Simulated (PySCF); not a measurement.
This PySCF input asks for the NMR shieldings of `InChI=1S/C6H14OSSi/c1-7-9(8)5-6-3-2-4-6/h6,8-9H,2-5H2,1H3/t9-/m0/s1`; the geometry comes from GFN2-xTB.

```python
import basis_set_exchange as bse
import numpy as np
from pyscf import gto, dft
from pyscf.prop import nmr

atoms = """
C    -3.701959   -0.891485   -0.053606
O    -3.001677    0.270193   -0.389158
Si   -1.429610    0.394499   -0.781704
S    -1.236783    2.502081   -1.108910
C    -0.225025   -0.117605    0.594873
C     1.171094    0.445402    0.380847
C     1.988421   -0.138695   -0.783436
C     3.191684   -0.293869    0.158625
C     2.273677   -0.008128    1.356171
H    -4.745254   -0.617858    0.102045
H    -3.635688   -1.626622   -0.857918
H    -3.303170   -1.333565    0.861569
H    -1.157824   -0.315068   -2.033643
H    -2.517585    2.731284   -1.339296
H    -0.598315    0.236119    1.561041
H    -0.163430   -1.206881    0.660954
H     1.114057    1.533694    0.319407
H     2.128309    0.512865   -1.642736
H     1.595563   -1.094387   -1.125375
H     3.680797   -1.266003    0.152775
H     3.941945    0.479682    0.010996
H     2.002028   -0.909477    1.903372
H     2.623993    0.740809    2.063186
"""
names = dict.fromkeys(["C", "O", "Si", "S", "H"], "pcSseg-1")
basis = {el: gto.basis.parse(bse.get_basis(n, elements=[el], fmt="nwchem")) for el, n in names.items()}
mol = gto.M(atom=atoms, basis=basis, charge=0, verbose=0)
mf = dft.RKS(mol, xc="PBE0")
mf.grids.level = 2
mf.grids.alignment = dft.numint.BLKSIZE   # the property module wants whole blocks of grid points
mf.conv_tol = 1e-9
mf.kernel()

calc = nmr.RKS(mf)   # GIAO
C = mf.mo_coeff
Co = C[:, mf.mo_occ > 0]
resp = mf.gen_response(singlet=True, hermi=2)
def vind(x):   # induced exchange potential for any number of trial vectors
    d = np.einsum("pi,xij,qj->xpq", C, 2 * x.reshape(-1, C.shape[1], Co.shape[1]), Co, optimize=True)
    return np.einsum("xpq,pi,qj->xij", resp(d - d.transpose(0, 2, 1)), C, Co, optimize=True).ravel()
mo1, _ = nmr.rhf.solve_mo1(calc, with_cphf=vind)
sigma = calc.kernel(mo1)
for i, s in enumerate(sigma):   # ppm
    w = np.linalg.eigvalsh((s + s.T) / 2)
    print("%2d %-2s iso %8.1f  s11 %8.1f  s22 %8.1f  s33 %8.1f" % (i, mol.atom_pure_symbol(i), w.mean(), *w))
```

Task: What are the results?

Result: 
```
 0 C  iso    134.1  s11    107.5  s22    108.9  s33    185.7
 1 O  iso    318.7  s11    281.0  s22    327.4  s33    347.8
 2 Si iso    341.6  s11    302.8  s22    342.6  s33    379.4
 3 S  iso    733.6  s11    597.7  s22    708.0  s33    895.2
 4 C  iso    156.5  s11    143.8  s22    151.3  s33    174.3
 5 C  iso    157.5  s11    144.5  s22    161.4  s33    166.4
 6 C  iso    157.8  s11    143.2  s22    149.3  s33    181.0
 7 C  iso    169.8  s11    159.3  s22    168.0  s33    182.1
 8 C  iso    154.1  s11    137.0  s22    144.0  s33    181.4
 9 H  iso     27.8  s11     23.1  s22     25.4  s33     34.8
10 H  iso     28.1  s11     24.1  s22     25.4  s33     34.8
11 H  iso     28.0  s11     23.2  s22     26.7  s33     34.3
12 H  iso     26.1  s11     23.2  s22     24.6  s33     30.4
13 H  iso     31.3  s11     23.1  s22     27.9  s33     43.0
14 H  iso     30.7  s11     26.7  s22     29.5  s33     35.8
15 H  iso     30.8  s11     26.6  s22     31.4  s33     34.3
16 H  iso     29.2  s11     24.2  s22     30.2  s33     33.4
17 H  iso     29.6  s11     25.7  s22     28.6  s33     34.5
18 H  iso     30.2  s11     26.7  s22     30.5  s33     33.5
19 H  iso     29.9  s11     26.0  s22     26.7  s33     36.9
20 H  iso     29.7  s11     26.6  s22     27.0  s33     35.6
21 H  iso     30.0  s11     26.9  s22     29.1  s33     34.0
22 H  iso     29.4  s11     26.1  s22     26.6  s33     35.4
```

These numbers come from an equivalent density-fitted implementation of the same equations, which agrees with the script to about 0.01 ppm for H and up to a few tenths of a ppm for heavy atoms, so last digits may differ.

Task: Turn these shieldings into chemical shifts. References, each an isolated molecule treated in the same way: TMS for ¹³C (186.93 ppm), ²⁹Si (349.16 ppm), ¹H (31.72 ppm); ¹⁷O (336.08 ppm) vs H2O; CS2 for ³³S (503.73 ppm).

Result: Averaging equivalent atoms: C 0: 52.9; C 8: 32.8; C 4: 30.5; C 5: 29.5; C 6: 29.1; C 7: 17.2; O 1: 17.4; Si 2: 7.6; S 3: -230; H 12: 5.62; H 9/10/11: 3.75; H 16: 2.47; H 22: 2.34; H 17: 2.10; H 20: 1.98; H 19: 1.83; H 21: 1.70; H 18: 1.51; H 14: 1.03; H 15: 0.95; H 13: 0.37 ppm. Experimental scales use liquid or dissolved standards, which lie at an offset from isolated H2O (liquid H2O: subtract about 36 ppm).

Size and cost of the density-fitted run: 237 basis functions, 3.2 min wall time on 1 thread of an Intel Xeon, shared host; peak memory 1.1 GiB.
